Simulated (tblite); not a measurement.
A tight-binding relaxation on `Fc1ccc(F)c([Se-])c1`.

Computed with GFN2-xTB geometry optimisation, gas phase (tblite 0.8.0). Start geometry: from a force field or distance geometry. A driver script takes a list of jobs; this job's settings line and coordinates (Å) are shown.

Command:
```bash
OMP_NUM_THREADS=1 python probes_run.py task.json out
```

Input:
```
{"job": {"kind": "relax", "xc": "GFN2-xTB", "basis": "xTB"}, "charge": -1, "multiplicity": 1}
F     -1.937100    -1.955500    -0.026800
C     -1.025700    -0.964000    -0.023700
C     -1.417800     0.347100    -0.001200
C     -0.469400     1.350700    -0.000900
C      0.872100     1.018000     0.017700
F      1.744700     2.046800     0.019800
C      1.282900    -0.312000    -0.003000
Se     3.244600    -0.765900     0.009000
C      0.335000    -1.327200    -0.010400
H     -2.490000     0.531600    -0.002800
H     -0.781600     2.396300     0.013600
H      0.643400    -2.366600    -0.017300
```

Output:
```
step      E/eV     max force
  0    -741.82118    2.093
  1    -741.93799    1.495
  2    -742.00660    0.745
  3    -742.02767    0.512
  4    -742.03333    0.252
  5    -742.03760    0.127
  6    -742.03853    0.115
  7    -742.03919    0.087
  8    -742.03962    0.073
  9    -742.04001    0.045
 10    -742.04013    0.024
 11    -742.04017    0.018
 12    -742.04020    0.016
 13    -742.04022    0.013
 14    -742.04024    0.010
 15    -742.04025    0.009
```

«max force» is the largest atomic force in eV/Å.

**Question.** From which step on does the largest force stay under 0.1 eV/Å, and how much energy is left to gain from there?

**Answer.** From step 7 (0.087 eV/Å), 1.1 meV above the end.

In short: energy lowered by 5.1 kcal/mol over 15 steps; largest atomic force 0.009 eV/Å at the end.

**Question.** Give the final coordinates.

**Answer.** 0.041 Å rms from the input after alignment:
```
atom  x, y, z in Å
F1    -1.9241   -1.9724   -0.0276
C2    -0.9885   -0.9736   -0.0148
C3    -1.4322    0.3363   -0.0052
C4    -0.4724    1.3377    0.0066
C5     0.8663    1.0111    0.0091
F6     1.7513    2.0357    0.0210
C7     1.3227   -0.3111    0.0011
Se8    3.1312   -0.7524    0.0077
C9     0.3445   -1.3093   -0.0121
H10   -2.4870    0.5620   -0.0063
H11   -0.7590    2.3796    0.0137
H12    0.6484   -2.3445   -0.0192
```

Time: under 0.1 s. Hardware: an Arm Neoverse V2 with one thread, no GPU, shared host.
Labels such as C1 count atoms from 1, the log's own numbers from 0.
